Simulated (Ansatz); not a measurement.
Nudged elastic band run: C2H7AsSi

Input file:

```yaml
crystal:
  periodic: [false, false, false]
  atoms:
    - { symbol: C, position_ang: [-1.122134, 1.402382, -0.073632] }
    - { symbol: As, position_ang: [0.378758, 0.759943, 1.085173] }
    - { symbol: C, position_ang: [0.151767, -1.254119, 0.707569] }
    - { symbol: Si, position_ang: [1.408602, -0.616249, -0.513213] }
    - { symbol: H, position_ang: [-2.045032, 1.411345, 0.525843] }
    - { symbol: H, position_ang: [-0.901774, 2.43048, -0.397228] }
    - { symbol: H, position_ang: [-1.278135, 0.774903, -0.962921] }
    - { symbol: H, position_ang: [0.503677, -1.870227, 1.543862] }
    - { symbol: H, position_ang: [-0.850513, -1.54579, 0.372501] }
    - { symbol: H, position_ang: [2.820956, -1.037224, -0.329755] }
    - { symbol: H, position_ang: [0.999027, -0.512644, -1.9376] }
basis:
  gaussian: { orbitals: def2-SVP }
hamiltonian:
  xc: b3lyp
neb:
  order_check: false
  images: 7
  f_tol: 0.05
  max_iterations: 60
  final_atoms:
    - { symbol: C, position_ang: [-1.19251385, 1.32544827, -0.31506176] }
    - { symbol: As, position_ang: [0.64501733, 0.60504138, -0.25416479] }
    - { symbol: C, position_ang: [0.28844676, -1.28531279, 0.40810146] }
    - { symbol: Si, position_ang: [1.26572821, -1.7790829, -1.1601727] }
    - { symbol: H, position_ang: [-1.71373807, 1.17118876, 0.6391294] }
    - { symbol: H, position_ang: [-1.15264136, 2.39887866, -0.55272213] }
    - { symbol: H, position_ang: [-1.73128622, 0.80604135, -1.12060904] }
    - { symbol: H, position_ang: [0.69544196, -1.41491697, 1.41965995] }
    - { symbol: H, position_ang: [-0.79375927, -1.47710761, 0.38984772] }
    - { symbol: H, position_ang: [2.64293958, -1.5693663, -0.51561856] }
    - { symbol: H, position_ang: [1.11156392, 1.16198816, 1.08220946] }
  initial_path:
    images:
      - { positions_ang: [[-1.122134, 1.402382, -0.073632], [0.378758, 0.759943, 1.085173], [0.151767, -1.254119, 0.707569], [1.408602, -0.616249, -0.513213], [-2.045032, 1.411345, 0.525843], [-0.901774, 2.43048, -0.397228], [-1.278135, 0.774903, -0.962921], [0.503677, -1.870227, 1.543862], [-0.850513, -1.54579, 0.372501], [2.820956, -1.037224, -0.329755], [0.999027, -0.512644, -1.9376]] }
      - { positions_ang: [[-1.08930126, 1.35342092, -0.11983357], [0.4367869, 0.76013049, 0.98876405], [0.14235349, -1.22298373, 0.74642659], [1.34208677, -0.73353867, -0.56760453], [-2.01109031, 1.22919592, 0.42254364], [-0.98214179, 2.41102303, -0.33145943], [-1.18423744, 0.84430156, -1.06125083], [0.56295727, -1.81100033, 1.57496419], [-0.86754344, -1.49504696, 0.48038532], [2.72830268, -1.17640152, -0.39267652], [0.98702613, -0.21630072, -1.71965991]] }
      - { positions_ang: [[-1.05646852, 1.30445984, -0.16603514], [0.49481579, 0.76031798, 0.89235511], [0.13293998, -1.19184845, 0.78528417], [1.27557153, -0.85082835, -0.62199607], [-1.97714861, 1.04704683, 0.31924429], [-1.06250958, 2.39156605, -0.26569086], [-1.09033988, 0.91370013, -1.15958067], [0.62223754, -1.75177365, 1.60606638], [-0.88457388, -1.44430392, 0.58826965], [2.63564936, -1.31557905, -0.45559803], [0.97502526, 0.08004257, -1.50171983]] }
      - { positions_ang: [[-1.02363578, 1.25549876, -0.21223671], [0.55284469, 0.76050547, 0.79594616], [0.12352647, -1.16071318, 0.82414176], [1.2090563, -0.96811802, -0.6763876], [-1.94320692, 0.86489775, 0.21594493], [-1.14287737, 2.37210908, -0.19992229], [-0.99644232, 0.98309869, -1.2579105], [0.68151782, -1.69254698, 1.63716857], [-0.90160433, -1.39356087, 0.69615397], [2.54299604, -1.45475657, -0.51851955], [0.9630244, 0.37638585, -1.28377974]] }
      - { positions_ang: [[-0.99080304, 1.20653768, -0.25843827], [0.61087359, 0.76069297, 0.69953722], [0.11411296, -1.1295779, 0.86299934], [1.14254107, -1.08540769, -0.73077914], [-1.90926523, 0.68274866, 0.11264558], [-1.22324516, 2.35265211, -0.13415373], [-0.90254476, 1.05249726, -1.35624033], [0.74079809, -1.6333203, 1.66827076], [-0.91863477, -1.34281783, 0.80403829], [2.45034272, -1.59393409, -0.58144106], [0.95102353, 0.67272914, -1.06583965]] }
      - { positions_ang: [[-1.04123074, 1.23626533, -0.27259415], [0.61940952, 0.72178007, 0.46111171], [0.15769641, -1.16851162, 0.74927487], [1.17333785, -1.2588265, -0.83812753], [-1.86038344, 0.80485869, 0.24426653], [-1.20559421, 2.36420875, -0.23879583], [-1.10973013, 0.99088328, -1.29733251], [0.72945906, -1.57871947, 1.60611806], [-0.88741589, -1.37639028, 0.70049065], [2.49849194, -1.58779214, -0.56498544], [0.99115863, 0.79504389, -0.52882738]] }
      - { positions_ang: [[-1.09165844, 1.26599298, -0.28675002], [0.62794546, 0.68286717, 0.22268621], [0.20127986, -1.20744535, 0.6355504], [1.20413464, -1.4322453, -0.94547592], [-1.81150165, 0.92696871, 0.37588749], [-1.18794326, 2.37576539, -0.34343793], [-1.31691549, 0.9292693, -1.23842469], [0.71812003, -1.52411864, 1.54396535], [-0.85619702, -1.40996272, 0.59694301], [2.54664115, -1.58165019, -0.54852981], [1.03129373, 0.91735865, 0.0081849]] }
      - { positions_ang: [[-1.14208614, 1.29572063, -0.30090589], [0.63648139, 0.64395428, -0.01573929], [0.24486331, -1.24637907, 0.52182593], [1.23493142, -1.6056641, -1.05282431], [-1.76261986, 1.04907873, 0.50750845], [-1.17029231, 2.38732203, -0.44808003], [-1.52410086, 0.86765533, -1.17951687], [0.70678099, -1.46951781, 1.48181265], [-0.82497814, -1.44353517, 0.49339536], [2.59479036, -1.57550825, -0.53207419], [1.07142883, 1.0396734, 0.54519718]] }
      - { positions_ang: [[-1.19251385, 1.32544827, -0.31506176], [0.64501733, 0.60504138, -0.25416479], [0.28844676, -1.28531279, 0.40810146], [1.26572821, -1.7790829, -1.1601727], [-1.71373807, 1.17118876, 0.6391294], [-1.15264136, 2.39887866, -0.55272213], [-1.73128622, 0.80604135, -1.12060904], [0.69544196, -1.41491697, 1.41965995], [-0.79375927, -1.47710761, 0.38984772], [2.64293958, -1.5693663, -0.51561856], [1.11156392, 1.16198816, 1.08220946]] }
```

Command:

```bash
$ ansatz run input.yaml --threads 2 --pin off --max-ram 3072MiB --backend cpu --events-out ev --progress --plain --runs-dir out
```

Output, in part (warnings, iteration lines, the closing report on the highest movable image, with atoms numbered from 0):

```
NEB end point (image 0): max|allowed force component| = 1.107e-2 eV/Å (the criterion of neb.relax_end_points is 1.000e-2)
NEB end point (image 8): max|allowed force component| = 1.411e-2 eV/Å (the criterion of neb.relax_end_points is 1.000e-2)
NEB iter   1: max|band force component| = 3.244e2 eV/Å  barrier→ = 79.6172 eV  barrier← = 78.4001 eV  Δτ_max = 0.2000 Å  (240 SCF iters)
NEB iter   2: max|band force component| = 1.045e2 eV/Å  barrier→ = 27.9026 eV  barrier← = 26.6854 eV  Δτ_max = 0.2000 Å  (205 SCF iters)
NEB iter   3: max|band force component| = 6.388e1 eV/Å  barrier→ = 17.0566 eV  barrier← = 15.8394 eV  Δτ_max = 0.2000 Å  (198 SCF iters)
NEB iter   4: max|band force component| = 2.855e1 eV/Å  barrier→ = 8.0779 eV  barrier← = 6.8608 eV  Δτ_max = 0.2000 Å  (198 SCF iters)
NEB iter   5: max|band force component| = 1.449e1 eV/Å  barrier→ = 4.5176 eV  barrier← = 3.3004 eV  Δτ_max = 0.1996 Å  (201 SCF iters)
NEB iter   6: max|band force component| = 5.678e0 eV/Å  barrier→ = 2.6261 eV  barrier← = 1.4089 eV  Δτ_max = 0.1712 Å  (195 SCF iters)
NEB iter   7: max|band force component| = 2.563e0 eV/Å  barrier→ = 2.2428 eV  barrier← = 1.0257 eV  Δτ_max = 0.2000 Å  (194 SCF iters)
NEB iter   8: max|band force component| = 2.603e0 eV/Å  barrier→ = 2.4154 eV  barrier← = 1.1982 eV  Δτ_max = 0.0994 Å  (187 SCF iters)
NEB iter   9: max|band force component| = 1.415e0 eV/Å  barrier→ = 1.8813 eV  barrier← = 0.6642 eV  Δτ_max = 0.0721 Å  (182 SCF iters)
NEB iter  10: max|band force component| = 7.955e-1 eV/Å  barrier→ = 1.8158 eV  barrier← = 0.5987 eV  CI = image 6  Δτ_max = 0.0984 Å  (178 SCF iters)
NEB iter  11: max|band force component| = 6.380e-1 eV/Å  barrier→ = 1.8429 eV  barrier← = 0.6258 eV  CI = image 6  Δτ_max = 0.1216 Å  (179 SCF iters)
NEB iter  12: max|band force component| = 5.428e-1 eV/Å  barrier→ = 2.0226 eV  barrier← = 0.8055 eV  CI = image 6  Δτ_max = 0.1989 Å  (188 SCF iters)
NEB iter  13: max|band force component| = 2.953e-1 eV/Å  barrier→ = 2.0804 eV  barrier← = 0.8633 eV  CI = image 6  Δτ_max = 0.1714 Å  (188 SCF iters)
NEB iter  14: max|band force component| = 1.406e-1 eV/Å  barrier→ = 2.0770 eV  barrier← = 0.8599 eV  CI = image 6  Δτ_max = 0.0595 Å  (181 SCF iters)
NEB iter  15: max|band force component| = 1.019e-1 eV/Å  barrier→ = 2.0700 eV  barrier← = 0.8529 eV  CI = image 6  Δτ_max = 0.0334 Å  (172 SCF iters)
NEB iter  16: max|band force component| = 7.023e-2 eV/Å  barrier→ = 2.0680 eV  barrier← = 0.8509 eV  CI = image 6  Δτ_max = 0.0627 Å  (170 SCF iters)
NEB iter  17: max|band force component| = 6.053e-2 eV/Å  barrier→ = 2.0659 eV  barrier← = 0.8488 eV  CI = image 6  Δτ_max = 0.1010 Å  (171 SCF iters)
NEB iter  18: max|band force component| = 9.938e-2 eV/Å  barrier→ = 2.0629 eV  barrier← = 0.8457 eV  CI = image 6  Δτ_max = 0.0507 Å  (174 SCF iters)
NEB iter  19: max|band force component| = 9.968e-2 eV/Å  barrier→ = 2.0612 eV  barrier← = 0.8441 eV  CI = image 6  Δτ_max = 0.0507 Å  (172 SCF iters)
NEB iter  20: max|band force component| = 9.025e-2 eV/Å  barrier→ = 2.0595 eV  barrier← = 0.8423 eV  CI = image 6  Δτ_max = 0.0507 Å  (174 SCF iters)
NEB iter  21: max|band force component| = 7.287e-2 eV/Å  barrier→ = 2.0579 eV  barrier← = 0.8408 eV  CI = image 6  Δτ_max = 0.0507 Å  (170 SCF iters)
NEB iter  22: max|band force component| = 2.189e-1 eV/Å  barrier→ = 2.0566 eV  barrier← = 0.8395 eV  CI = image 6  Δτ_max = 0.0253 Å  (175 SCF iters)
NEB iter  23: max|band force component| = 4.822e-2 eV/Å  barrier→ = 2.0561 eV  barrier← = 0.8389 eV  CI = image 6  Δτ_max = 0.0506 Å  (178 SCF iters)
NEB iter  24: max|band force component| = 5.073e-2 eV/Å  barrier→ = 2.0553 eV  barrier← = 0.8382 eV  CI = image 6  Δτ_max = 0.1014 Å  (25 SCF iters)
NEB iter  25: max|band force component| = 8.422e-2 eV/Å  barrier→ = 2.0550 eV  barrier← = 0.8378 eV  CI = image 6  Δτ_max = 0.0422 Å  (180 SCF iters)
NEB iter  26: max|band force component| = 4.529e-2 eV/Å  barrier→ = 2.0549 eV  barrier← = 0.8377 eV  CI = image 6  Δτ_max = 0.0000 Å  (368 SCF iters)
Total energy: -70894.65820449 eV, -2605.3306348898 hartree
Atom 0 at    -1.238489     1.379391    -0.424926 Å, force     0.011776    -0.006444    -0.003520 eV/Å
Atom 1 at     0.237177     0.407132     0.420789 Å, force     0.002766     0.003305     0.005102 eV/Å
Atom 2 at     0.328224    -1.574978     0.611396 Å, force     0.008993     0.000947     0.005831 eV/Å
Atom 3 at     1.149479    -1.314638    -1.132054 Å, force    -0.012001    -0.006914    -0.012820 eV/Å
Atom 4 at    -1.828165     1.928713     0.320912 Å, force    -0.000073    -0.001458    -0.000917 eV/Å
Atom 5 at    -0.826673     2.060778    -1.180798 Å, force    -0.004528     0.001699    -0.000923 eV/Å
Atom 6 at    -1.864315     0.628127    -0.925482 Å, force    -0.004622     0.002580     0.000612 eV/Å
Atom 7 at     0.834248    -1.845686     1.548734 Å, force    -0.000690    -0.000543    -0.000745 eV/Å
Atom 8 at    -0.721718    -1.901344     0.636185 Å, force     0.001225     0.001847    -0.005094 eV/Å
Atom 9 at     2.541556    -1.055103    -0.540364 Å, force    -0.002654     0.004667     0.009764 eV/Å
Atom 10 at     1.453874     1.230407     0.686208 Å, force    -0.000193     0.000314     0.002710 eV/Å
Dipole moment:    -0.413184     0.456263     0.409634 e Å
```

It converged. The band force fell under the threshold earlier too, but the program's further tests of the path sent the band on. A vibrational analysis at the climbing image gives one clearly imaginary mode, 475i cm⁻¹: a first-order saddle point. The orbitals stay closed-shell, which can raise the energy where a bond breaks towards radicals; this wasn't checked here.

Final band (atoms are numbered from 1 in the order of the input):

| image | path coordinate (Å) | energy (kJ/mol) | Si4–H11 (Å) | As2–H11 (Å) |
| --- | --- | --- | --- | --- |
| 0 | 0.00 | 0.0 | 1.49 | 3.34 |
| 1 | 0.79 | 14.6 | 1.47 | 3.10 |
| 2 | 1.58 | 76.2 | 1.51 | 2.45 |
| 3 | 2.37 | 80.7 | 1.73 | 1.72 |
| 4 | 3.15 | 91.8 | 2.01 | 1.60 |
| 5 | 3.94 | 111.9 | 2.68 | 1.54 |
| 6 | 4.73 | 198.3 | 3.14 | 1.49 |
| 7 | 5.74 | 128.9 | 3.58 | 1.51 |
| 8 | 6.75 | 117.4 | 3.70 | 1.52 |

The run took 3.5 min on 2 threads of AMD EPYC 9R45 96-Core Processor (Zen 5) (shared host), peak memory 0.33 GiB.
